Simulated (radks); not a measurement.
Q: Tl2+, 79 electrons, occupied as [Kr] 4d10 4f14 5s2 5p4 5d10 6s1 7s2 (not the ground configuration). Method: Dirac Kohn-Sham, BLYP, spin-unpolarised, spherical densities, finite nucleus; open shells are shared between the two j in proportion to 2j + 1; Fermi nuclear charge, rms radius 5.4759 fm; computed with a radial shooting solver on a logarithmic mesh with Libxc functionals. Some entries of the table are withheld. Estimate them.

| orbital | occ. | eigenvalue (eV) | <r^2> (bohr^2) | <r> (bohr) |
|---|---|---|---|---|
| 1s1/2 | 2 | -85486.40 | 0.0003691 | 0.01632 |
| 2s1/2 | 2 | -15245.04 | 0.005550 | 0.06807 |
| 2p1/2 | 2 | -14642.07 | 0.003911 | 0.05588 |
| 2p3/2 | 4 | -12575.87 | 0.005094 | 0.06468 |
| 3s1/2 | 2 | -3671.173 | 0.03599 | 0.1770 |
| 3p1/2 | 2 | -3397.805 | 0.03272 | 0.1674 |
| 3p3/2 | 4 | -2938.483 | 0.03909 | 0.1835 |
| 3d3/2 | 4 | -2485.010 | 0.02986 | 0.1595 |
| 3d5/2 | 6 | -2386.895 | 0.03159 | 0.1644 |
| 4s1/2 | 2 | -852.4357 | 0.1732 | 0.3915 |
| 4p1/2 | 2 | -734.4064 | 0.1759 | 0.3930 |
| 4p3/2 | 4 | -622.6557 | 0.2076 | 0.4273 |
| 4d3/2 | 4 | -429.4366 | 0.2167 | 0.4331 |
| 4d5/2 | 6 | -408.5724 | 0.2277 | 0.4442 |
| 5s1/2 | 2 | -170.9125 | 0.8452 | 0.8687 |
| 4f5/2 | 6 | -159.0150 | 0.2569 | 0.4628 |
| 4f7/2 | 8 | -154.3931 | 0.2639 | 0.4691 |
| 5p1/2 | 1.33333 | -130.6362 | (1) | (2) |
| 5p3/2 | 2.66667 | -109.4365 | (3) | (4) |
| 5d3/2 | 4 | -52.7599 | 1.768 | 1.242 |
| 5d5/2 | 6 | -50.0908 | 1.875 | 1.279 |
| 6s1/2 | 1 | -36.3306 | 4.696 | 2.051 |
| 6p1/2 | 0 | -26.5061 | 6.225 | 2.355 |
| 6p3/2 | 0 | -23.4819 | 7.442 | 2.576 |
| 7s1/2 | 2 | (5) | 21.60 | 4.418 |
| 6d3/2 | 0 | -12.4087 | 15.34 | (6) |
| 6d5/2 | 0 | -12.1331 | 15.98 | (7) |

A: 
(1) 5p1/2 <r^2> (bohr^2): 0.9666
(2) 5p1/2 <r> (bohr): 0.9265
(3) 5p3/2 <r^2> (bohr^2): 1.156
(4) 5p3/2 <r> (bohr): 1.013
(5) 7s1/2 eigenvalue (eV): -12.8226
(6) 6d3/2 <r> (bohr): 3.697
(7) 6d5/2 <r> (bohr): 3.775
